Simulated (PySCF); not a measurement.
## Pr (praseodymium, neutral): UHF calculation

Configuration: [Xe] 4f3 5d2, one real determinant (an excited configuration). Computed with PySCF 2.14 in cc-pVDZ-X2C (8s7p5d3f1g, 84 functions), with the spin-free X2C one-electron Hamiltonian (Gaussian nucleus).

| Property | Result |
| --- | --- |
| Total energy | -9232.931321 hartree |
| One-electron energy | -12615.4808 hartree |
| Hartree (Coulomb) energy | 3598.1196 hartree |
| Exchange energy | -215.5701 hartree |
| ⟨S²⟩ | 8.7548 |
| ⟨L²⟩ | 45.965 |
| Sum of ⟨r⟩ | 42.09 bohr |
| Sum of ⟨r²⟩ | 72.13 bohr² |
| Traceless quadrupole moment −½Σ⟨3z² − r²⟩ along its main axis | 0.223 e·bohr² |
| Langevin diamagnetic susceptibility | -57.1 ×10⁻⁶ cm³/mol |

```tsv
shell	electrons	mean orbital energy (hartree)	spread (hartree)	rms radius, mean of both spins (bohr)
1s β	1	-1550.31986	0	0.0275
1s α	1	-1550.31983	0	0.0275
2s α	1	-253.37002	0	0.111
2s β	1	-253.36665	0	0.111
2p α	3	-226.70036	0.00165	0.0998
2p β	3	-226.69728	0.00182	0.0998
3s α	1	-56.29334	0	0.290
3s β	1	-56.24831	0	0.290
3p α	3	-47.62951	0.00510	0.290
3p β	3	-47.57859	0.00959	0.290
3d α	5	-35.33686	0.01523	0.268
3d β	5	-35.27961	0.01229	0.268
4s α	1	-11.88293	0	0.661
4s β	1	-11.73991	0	0.661
4p α	3	-8.95431	0.00640	0.702
4p β	3	-8.79291	0.02005	0.702
4d α	5	-4.63628	0.06419	0.785
4d β	5	-4.41935	0.03306	0.785
5s α	1	-1.69351	0	1.64
5s β	1	-1.59881	0	1.64
5p α	3	-0.91554	0.00252	1.93
5p β	3	-0.81093	0.01394	1.93
4f α	3	-0.24539	0.00717	1.32
5d α	2	-0.10689	0.00151	3.71
```

⟨L²⟩ = 45.97 against 90 for a pure M term, so this real determinant mixes terms. Spin-orbit coupling, absent here, splits the open shell strongly.

Densities and radii are taken from the X2C orbitals without a picture-change correction, which distorts them close to the nucleus.

Spin-orbit constants ζ (cm⁻¹) from the X2C one-electron operator on these orbitals: bare nucleus, nucleus screened by l(l+1)(2l+1)/3 electrons, and screened by the Breit-Pauli mean field of the electrons.

```tsv
shell	bare	screened nucleus	mean field
2p	2530000	2444000	n/a
3p	507000	489800	n/a
3d	78610	65290	n/a
4p	106000	102400	n/a
4d	13530	11240	n/a
4f	1499	787.6	n/a
5p	12930	12490	n/a
5d	489.2	406.3	n/a
```

To first order the Landé constant is A = 132.1 cm⁻¹, so the lowest level has J = 13/2 and lies 0.409 eV below the centre of the term. This holds in LS coupling only.
